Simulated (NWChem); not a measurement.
System meant: ZnN4H12 (charge +2); SMILES [NH3]->[Zn+2](<-[NH3])(<-[NH3])<-[NH3]

Here is an NWChem input.

```
start job
memory heap 200 mb stack 900 mb global 1100 mb
charge 2
geometry units angstroms noautoz
  Zn     0.000065     0.000025     0.000072
  N      1.203560     1.234419    -1.126341
  H      1.765093     1.886867    -0.569090
  H      0.687285     1.828594    -1.783568
  H      1.884256     0.732551    -1.706265
  N     -0.999710    -1.303772    -1.241517
  H     -1.651228    -1.925469    -0.751064
  H     -0.382008    -1.932691    -1.765372
  H     -1.569012    -0.840002    -1.957300
  N      1.160160    -1.067923     1.324693
  H      1.658467    -0.483020     2.003736
  H      1.891825    -1.628736     0.875604
  H      0.630293    -1.736353     1.893883
  N     -1.363691     1.137025     1.043247
  H     -0.935481     1.840753     1.653926
  H     -1.972446     0.589936     1.661010
  H     -2.006099     1.666335     0.444352
end
basis spherical
  * library def2-svp
end
dft
  xc b3lyp
  iterations 4
  mulliken
end
task dft energy
```

End of the output:

```
    Atom       Charge   Shell Charges
 -----------   ------   -------------------------------------------------------
    1 Zn  30    29.36   2.00  2.00  1.93  0.46  0.15  5.99  5.91  0.98  7.63  2.30  0.00
    2 N    7     6.97   1.97  0.69  0.42  2.20  1.66  0.03
    3 H    1     0.90   0.59  0.19  0.12
    4 H    1     0.90   0.59  0.19  0.12
    5 H    1     0.90   0.59  0.19  0.12
    6 N    7     6.97   1.97  0.69  0.42  2.20  1.66  0.03
    7 H    1     0.90   0.59  0.19  0.12
    8 H    1     0.90   0.59  0.19  0.12
    9 H    1     0.90   0.59  0.19  0.12
   10 N    7     6.97   1.97  0.69  0.42  2.20  1.66  0.03
   11 H    1     0.90   0.59  0.19  0.12
   12 H    1     0.90   0.59  0.19  0.12
   13 H    1     0.90   0.59  0.19  0.12
   14 N    7     6.97   1.97  0.69  0.42  2.20  1.66  0.03
   15 H    1     0.90   0.59  0.19  0.12
   16 H    1     0.90   0.59  0.19  0.12
   17 H    1     0.90   0.59  0.19  0.12

 center of mass
 --------------
 x =  -0.00000510 y =   0.00001493 z =   0.00000970

 moments of inertia (a.u.)
 ------------------
         767.075705692080           0.000000000000           0.000000000000
           0.000000000000         766.866068282883           0.000000000000
           0.000000000000           0.000000000000         767.120890716867

     Multipole analysis of the density
     ---------------------------------

     L   x y z        total         alpha         beta         nuclear
     -   - - -        -----         -----         ----         -------
     0   0 0 0      2.000000    -34.000000    -34.000000     70.000000

     1   1 0 0      0.000006      0.000003      0.000003     -0.000000
     1   0 1 0     -0.000156     -0.000078     -0.000078     -0.000000
     1   0 0 1     -0.000137     -0.000068     -0.000068      0.000000

     2   2 0 0    -11.000626   -126.141890   -126.141890    241.283153
     2   1 1 0      0.002104      0.001265      0.001265     -0.000426
     2   1 0 1     -0.024554     -0.012044     -0.012044     -0.000465
     2   0 2 0    -10.957147   -126.184194   -126.184194    241.411241
     2   0 1 1      0.001633      0.000752      0.000752      0.000130
     2   0 0 2    -10.985023   -126.120225   -126.120225    241.255427

 ------------------------------------------------------------------------
 dft energy failed                                                                                  0
 ------------------------------------------------------------------------
 ------------------------------------------------------------------------
  current input line :
    31: task dft energy
 ------------------------------------------------------------------------
 ------------------------------------------------------------------------
 This type of error is most commonly associated with calculations not reaching convergence criteria
 ------------------------------------------------------------------------
 For more information see the NWChem manual at https://nwchemgit.github.io

0:dft energy failed:Received an Error in Communication
```

What is wrong, and how is it mended?

Convergence was not reached. Cause: the SCF was allowed too few iterations. This input runs:
```
start job
memory heap 200 mb stack 900 mb global 1100 mb
charge 2
geometry units angstroms noautoz
  Zn     0.000065     0.000025     0.000072
  N      1.203560     1.234419    -1.126341
  H      1.765093     1.886867    -0.569090
  H      0.687285     1.828594    -1.783568
  H      1.884256     0.732551    -1.706265
  N     -0.999710    -1.303772    -1.241517
  H     -1.651228    -1.925469    -0.751064
  H     -0.382008    -1.932691    -1.765372
  H     -1.569012    -0.840002    -1.957300
  N      1.160160    -1.067923     1.324693
  H      1.658467    -0.483020     2.003736
  H      1.891825    -1.628736     0.875604
  H      0.630293    -1.736353     1.893883
  N     -1.363691     1.137025     1.043247
  H     -0.935481     1.840753     1.653926
  H     -1.972446     0.589936     1.661010
  H     -2.006099     1.666335     0.444352
end
basis spherical
  * library def2-svp
end
dft
  xc b3lyp
  iterations 150
  mulliken
end
task dft energy
```
It converges to -2004.82150 Ha (B3LYP/def2-SVP).
